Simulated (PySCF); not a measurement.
H3BN, doublet, geometry from GFN2-xTB, with bond 3-1 at 1.6 times its length; B3LYP/cc-pVDZ (PySCF).

Input for PySCF:
```python
from pyscf import gto, scf, dft

mol = gto.M(
    atom='''
B    -0.655879    0.141966    0.016625
N     0.605028   -0.194095   -0.019526
H    -2.047571   -1.128059   -0.052381
H    -1.005560    1.273977    0.095596
H     1.575445    0.026662   -0.015533
''',
    basis='cc-pvdz',
    charge=0,
    spin=1,
    verbose=4,
)

mf = dft.UKS(mol)
mf.xc = 'b3lyp'
mf.conv_tol = 1e-12
mf.kernel()
mf.analyze()
```

**Question.** Predict the main parts of the log of this PySCF run.

**Answer.** 
```
PySCF version 2.14.0

[INPUT] verbose = 4
[INPUT] num. atoms = 5
[INPUT] num. electrons = 15
[INPUT] charge = 0
[INPUT] spin (= nelec alpha-beta = 2S) = 1
[INPUT] symmetry False subgroup None
[INPUT] Mole.unit = angstrom
[INPUT] Symbol           X                Y                Z      unit          X                Y                Z       unit  Magmom
[INPUT]  1 B     -0.655879000000   0.141966000000   0.016625000000 AA   -1.239431680854   0.268276859000   0.031416696821 Bohr   0.0
[INPUT]  2 N      0.605028000000  -0.194095000000  -0.019526000000 AA    1.143337217693  -0.366786392147  -0.036898792308 Bohr   0.0
[INPUT]  3 H     -2.047571000000  -1.128059000000  -0.052381000000 AA   -3.869348410602  -2.131722562351  -0.098985744131 Bohr   0.0
[INPUT]  4 H     -1.005560000000   1.273977000000   0.095596000000 AA   -1.900233001818   2.407467618995   0.180650258604 Bohr   0.0
[INPUT]  5 H      1.575445000000   0.026662000000  -0.015533000000 AA    2.977159574315   0.050383877933  -0.029353115893 Bohr   0.0

nuclear repulsion = 26.2655819793478
number of shells = 19
number of NR pGTOs = 73
number of NR cGTOs = 43
basis = cc-pvdz
ecp = {}

******** <class 'pyscf.dft.uks.UKS'> ********
method = UKS
initial guess = minao
damping factor = 0
level_shift factor = 0
DIIS = <class 'pyscf.scf.diis.CDIIS'>
diis_start_cycle = 1
diis_space = 8
diis_damp = 0
SCF conv_tol = 1e-12
SCF conv_tol_grad = None
SCF max_cycles = 50
direct_scf = True
direct_scf_tol = 1e-13
number electrons alpha = 8  beta = 7
XC library pyscf.dft.libxc version 7.1.2
    S. Lehtola, C. Steigemann, M. J. T. Oliveira, and M. A. L. Marques,  SoftwareX 7, 1–5 (2018)
XC functionals = b3lyp
    P. J. Stephens, F. J. Devlin, C. F. Chabalowski, and M. J. Frisch,  J. Phys. Chem. 98, 11623 (1994)
radial grids:
    Treutler-Ahlrichs [JCP 102, 346 (1995); DOI:10.1063/1.469408] (M4) radial grids

becke partition: Becke, JCP 88, 2547 (1988); DOI:10.1063/1.454033
pruning grids: <function nwchem_prune>
grids dens level: 3
symmetrized grids: False
atomic radii adjust function: <function treutler_atomic_radii_adjust>
small_rho_cutoff = 0
Set gradient conv threshold to 1e-06
tot grids = 57376
init E= -81.2601334593026

cycle= 1 E= -81.2248267491918  delta_E= 0.0353  |g|= 0.335  |ddm|= 1.37
cycle= 2 E= -80.9043497138022  delta_E= 0.32  |g|= 0.807  |ddm|= 0.898
cycle= 3 E= -81.2904889592499  delta_E= -0.386  |g|= 0.0685  |ddm|= 0.699
cycle= 4 E= -81.2934472075511  delta_E= -0.00296  |g|= 0.0453  |ddm|= 0.105
cycle= 5 E= -81.2948992806956  delta_E= -0.00145  |g|= 0.0171  |ddm|= 0.0495
cycle= 6 E= -81.2952025914143  delta_E= -0.000303  |g|= 0.00403  |ddm|= 0.0283
cycle= 7 E= -81.2952362573573  delta_E= -3.37e-05  |g|= 0.000726  |ddm|= 0.0133
cycle= 8 E= -81.2952375163122  delta_E= -1.26e-06  |g|= 0.000363  |ddm|= 0.00181
cycle= 9 E= -81.295237827603  delta_E= -3.11e-07  |g|= 8.01e-05  |ddm|= 0.00101
cycle= 10 E= -81.2952378437361  delta_E= -1.61e-08  |g|= 1.71e-05  |ddm|= 0.000265
cycle= 11 E= -81.295237844209  delta_E= -4.73e-10  |g|= 5.66e-06  |ddm|= 4.79e-05
cycle= 12 E= -81.2952378442546  delta_E= -4.56e-11  |g|= 1.98e-06  |ddm|= 1.46e-05
cycle= 13 E= -81.2952378442592  delta_E= -4.6e-12  |g|= 4.97e-07  |ddm|= 4.28e-06
cycle= 14 E= -81.2952378442602  delta_E= -1.01e-12  |g|= 2.99e-07  |ddm|= 2.21e-06
cycle= 15 E= -81.2952378442599  delta_E= 2.42e-13  |g|= 5.9e-08  |ddm|= 8.21e-07
Extra cycle  E= -81.29523784426  delta_E= -9.95e-14  |g|= 9.18e-08  |ddm|= 1.49e-07
converged SCF energy = -81.29523784426  <S^2> = 0.79133261  2S+1 = 2.0409141
**** SCF Summaries ****
Total Energy =                         -81.295237844260043
Nuclear Repulsion Energy =              26.265581979347829
One-electron Energy =                 -160.679989110620937
Two-electron Energy =                   53.119169287013065
Two-electron Coulomb Energy =           65.072202869966176
DFT Exchange-Correlation Energy =      -11.953033582953108
**** MO energy ****
                             alpha | beta                alpha | beta
MO #1   energy= -14.3507156997669  | -14.3373629792608  occ= 1 | 1
MO #2   energy= -6.78840636693037  | -6.79161356189008  occ= 1 | 1
MO #3   energy= -0.859612677032658 | -0.826952949571079 occ= 1 | 1
MO #4   energy= -0.562424427192504 | -0.555337476366575 occ= 1 | 1
MO #5   energy= -0.437727535091599 | -0.417575468072702 occ= 1 | 1
MO #6   energy= -0.355867156162575 | -0.302396072659138 occ= 1 | 1
MO #7   energy= -0.315856654554624 | -0.29958672567946  occ= 1 | 1
MO #8   energy= -0.275748375314474 | -0.143466408069358 occ= 1 | 0
MO #9   energy= 0.00463881358178853 | 0.0151701154189494 occ= 0 | 0
MO #10  energy= 0.0151225354006939 | 0.0266733767654257 occ= 0 | 0
MO #11  energy= 0.0734538233396487 | 0.0785878713193027 occ= 0 | 0
MO #12  energy= 0.161984100237989  | 0.163583369732394  occ= 0 | 0
MO #13  energy= 0.193400482837017  | 0.20497408813634   occ= 0 | 0
MO #14  energy= 0.272105756537918  | 0.274521043849117  occ= 0 | 0
MO #15  energy= 0.309027834301419  | 0.303994279370892  occ= 0 | 0
MO #16  energy= 0.392692582509599  | 0.390026842045399  occ= 0 | 0

To work with the spin densities directly, `use mulliken_meta_spin()` only printing them here.

 ** Mulliken spin pop alpha/beta on meta-lowdin orthogonal AOs **
 ** Mulliken Spin Density (per AO)  **
spin_pop of  0 B 1s       -0.00002
spin_pop of  0 B 2s       -0.06123
spin_pop of  0 B 3s       -0.00034
spin_pop of  0 B 2px      -0.06888
spin_pop of  0 B 2py      -0.07614
spin_pop of  0 B 2pz      -0.04586
spin_pop of  0 B 3px       0.00071
spin_pop of  0 B 3py       0.00156
spin_pop of  0 B 3pz       0.00006
spin_pop of  0 B 3dxy      0.00074
spin_pop of  0 B 3dyz     -0.00002
spin_pop of  0 B 3dz^2     0.00007
spin_pop of  0 B 3dxz     -0.00004
spin_pop of  0 B 3dx2-y2    0.00039
spin_pop of  1 N 1s       -0.00001
spin_pop of  1 N 2s        0.03724
spin_pop of  1 N 3s        0.00044
spin_pop of  1 N 2px       0.01212
spin_pop of  1 N 2py       0.58095
spin_pop of  1 N 2pz       0.04842
spin_pop of  1 N 3px      -0.00004
spin_pop of  1 N 3py       0.00193
spin_pop of  1 N 3pz      -0.00010
spin_pop of  1 N 3dxy     -0.00013
spin_pop of  1 N 3dyz     -0.00007
spin_pop of  1 N 3dz^2     0.00035
spin_pop of  1 N 3dxz     -0.00002
spin_pop of  1 N 3dx2-y2   -0.00092
spin_pop of  2 H 1s        0.47909
spin_pop of  2 H 2s        0.00247
spin_pop of  2 H 2px      -0.00007
spin_pop of  2 H 2py       0.00002
spin_pop of  2 H 2pz       0.00000
spin_pop of  3 H 1s        0.09971
spin_pop of  3 H 2s        0.00002
spin_pop of  3 H 2px      -0.00005
spin_pop of  3 H 2py       0.00039
spin_pop of  3 H 2pz       0.00000
spin_pop of  4 H 1s       -0.01303
spin_pop of  4 H 2s       -0.00013
spin_pop of  4 H 2px       0.00003
spin_pop of  4 H 2py       0.00039
spin_pop of  4 H 2pz      -0.00001
 ** Mulliken Spin Density (per atom)  **
spin density of  0 B =     -0.24899
spin density of  1 N =      0.68016
spin density of  2 H =      0.48150
spin density of  3 H =      0.10006
spin density of  4 H =     -0.01274
 ** Mulliken pop alpha/beta on meta-lowdin orthogonal AOs **
 ** Mulliken pop       alpha | beta **
In total             8.00000 | 7.00000
 ** Mulliken atomic charges   ( Nelec_alpha | Nelec_beta ) **
charge of  0B =     -0.04820  (     2.39960      2.64859 )
charge of  1N =     -0.25234  (     3.96625      3.28609 )
charge of  2H =     -0.00218  (     0.74184      0.26034 )
charge of  3H =      0.04454  (     0.52776      0.42770 )
charge of  4H =      0.25818  (     0.36454      0.37728 )
Dipole moment(X, Y, Z, Debye):  1.43994,  0.66978,  0.02864
```
